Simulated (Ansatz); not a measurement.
Compare A (`C[SiH2]NCO`) with its isomer B (`C[SiH2]OCN`).

Program: Ansatz. Geometries: PBE0-D4/def2-TZVP. ΔE: electronic, gas phase. CCSD(T)/CBS is the MP2 limit (def2-TZVPP, def2-QZVPP) plus CCSD(T) − MP2 in def2-TZVPP, frozen cores. Functionals use def2-TZVPP. One conformer a species, not always the lowest.

Task: Which isomer does CCSD(T)/CBS put lower? Give the gap. (Best estimate.)

Result: Ansatz gave: B, by 27.1 kJ/mol.

Task: Give E(B) − E(A) in kJ/mol with CCSD(T)/def2-TZVPP, B2PLYP, r2SCAN-D4, MP2/def2-TZVPP, HF/def2-TZVPP, ωB97M-V, PBE0-D4. (Estimate.)

Result: Computed: CCSD(T)/def2-TZVPP -26.9, B2PLYP -29.0, r2SCAN-D4 -27.9, MP2/def2-TZVPP -26.3, HF/def2-TZVPP -35.4, ωB97M-V -26.7, PBE0-D4 -23.6. None reverses the order clearly.

Largest T1 diagnostic: 0.011.

In def2-TZVPP, CCSD(T) changes the Hartree–Fock value by +8.4 kJ/mol (the triples alone add +1.0 kJ/mol) and MP2 by +9.1 kJ/mol.
